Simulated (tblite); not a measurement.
Compound: C4H7F3S2Si.
Z-matrix (Å and degrees, GFN2-xTB geometry), rows numbered from 1:
```
C 
Si  1  1.8877
S   2  2.1535  1  110.72
C   3  1.8173  2   94.67  1  -138.69
C   4  1.5178  3  110.50  2    47.41
C   5  1.5210  4  109.94  3   179.70
F   6  1.3342  5  112.95  4  -178.50
F   6  1.3367  5  112.88  4    59.48
F   6  1.3472  5  110.77  4   -59.46
S   5  1.8312  4  111.88  3   -60.04
H   1  1.0882  2  111.90  3    56.18
H   1  1.0850  2  110.46  3   176.52
H   1  1.0849  2  110.38  3   -64.04
H   2  1.4568  1  116.57  3   126.24
H   4  1.0910  3  108.91  2   -74.34
H   4  1.0904  3  106.75  2   167.65
H   5  1.0945  4  111.07  3    61.01
```

Computed with GFN2-xTB (tblite): harmonic, unscaled wavenumbers at the GFN2-xTB geometry, gas phase. The method is semi-empirical: single wavenumbers can be off by several per cent or more. Modes of hydrogen on silicon can be 10 to 20 % off. One conformer, not necessarily the lowest.

Harmonic wavenumbers (cm⁻¹): 30.8, 54.3, 90.4, 111.4, 119.6, 152.2, 178.9, 213.9, 253.5, 303.7, 331.9, 409.1, 460.5, 483.0, 501.9, 521.9, 593.1, 605.6, 630.2, 708.9, 756.9, 779.0, 820.5, 828.1, 852.6, 909.6, 1035.8, 1057.5, 1079.7, 1111.1, 1179.7, 1207.8, 1215.5, 1279.4, 1359.4, 1438.8, 1446.4, 1456.0, 2302.5, 2942.9, 2983.5, 2998.9, 3018.5, 3054.0, 3056.3.

A = 1610, B = 540.3, C = 457.0 MHz; mass 203.971 u (most abundant isotopes); point group C1, symmetry number 1.

Problem. What is the zero-point energy?

Solution. Half the sum of the wavenumbers: 23463 cm⁻¹ = 280.68 kJ/mol.

Problem. Give the ideal-gas entropy at 298.15 K and 1 bar in the rigid-rotor, harmonic-oscillator model (classical rotation).

Solution. Translation 175.18, rotation 130.00, vibration 161.87: S = 467.0 J/(mol K).

Problem. And Cp and H(298.15 K) − H(0)?

Solution. Cp = 187.50 J/(mol K), of which vibrations give 154.25 (their classical limit is 45 R = 374.2); H(298.15 K) − H(0) = 34.47 kJ/mol without the zero-point energy, 24.56 from vibrations.

Problem. How do the functions run with temperature in this model?

Solution. 
| T (K) | S (J/(mol K)) | Cp (J/(mol K)) | H − H(0) (kJ/mol) | G − H(0) (kJ/mol) | ln q(vib) |
| --- | --- | --- | --- | --- | --- |
| 100 | 321.0 | 93.8 | 6.32 | -25.79 | 2.68 |
| 200 | 401.4 | 143.2 | 18.20 | -62.09 | 6.23 |
| 300 | 468.2 | 188.3 | 34.82 | -105.64 | 9.62 |
| 500 | 581.4 | 255.0 | 79.69 | -210.99 | 15.98 |
| 800 | 714.6 | 310.4 | 165.40 | -406.29 | 24.43 |
| 1000 | 786.4 | 332.8 | 229.84 | -556.58 | 29.40 |

q(vib) and H(0) count from the zero-point level.

Problem. Blend soft modes into free rotors: weight 1/[1 + (100 cm⁻¹/ν̃)⁴] for the oscillator and the rest for a rotor with moment μB/(μ + B), μ = h/(8π²ν), B = 10⁻⁴⁴ kg m². What vibrational entropy results?

Solution. 146.80 J/(mol K) in place of 161.87, which changes −T·S at 298.15 K by +4.49 kJ/mol.

Problem. Which modes carry the vibrational entropy at 298.15 K?

Solution. 30.8 cm⁻¹: 24.17; 54.3 cm⁻¹: 19.47; 90.4 cm⁻¹: 15.28; 111.4 cm⁻¹: 13.57; 119.6 cm⁻¹: 13.00; 152.2 cm⁻¹: 11.06 J/(mol K); the other 39 give 65.31 together.

Problem. What must be added to the electronic energy to get the Gibbs energy at 298.15 K and 1 bar?

Solution. ZPE + [H(298.15 K) − H(0)] − T·S = 280.68 + 34.47 − 139.25 = 175.90 kJ/mol.

Hindered rotation and anharmonicity are outside this model. Other conformers, if any are populated, would add a mixing term that is left out. The structure is chiral; the term R ln 2 for an equal mix with its mirror image is left out.
